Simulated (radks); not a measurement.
Problem. The mean radii <r> (bohr) of the occupied orbitals of an atom or ion are listed with their occupations. Method: non-relativistic Kohn-Sham, PBE, spin-polarised, spherical densities, point nucleus; computed with a radial shooting solver on a logarithmic mesh with Libxc functionals.

| orbital | occ. | <r> |
|---|---|---|
| 1s | 2 | 0.02075 |
| 2s | 2 | 0.08774 |
| 2p | 6 | 0.07423 |
| 3s | 2 | 0.2232 |
| 3p | 6 | 0.2132 |
| 3d | 10 | 0.1871 |
| 4s | 2 | 0.4988 |
| 4p | 6 | 0.5067 |
| 4d | 10 | 0.5254 |
| 5s | 2 | 1.177 |
| 5p | 6 | 1.285 |
| 4f | 14 | 0.6120 |

Name the element and its charge. Open shells, if any, are filled with parallel spins first.

Solution. Z = 73, tantalum, charge +5: Ta5+ in [Xe] 4f14. The 1s radius gives Z: for a bare nucleus <r> = 1.5/Z, 0.02055 bohr for Z = 73, and screening makes it slightly larger (0.02075 here). The occupations add up to 68, and the charge is Z minus that.
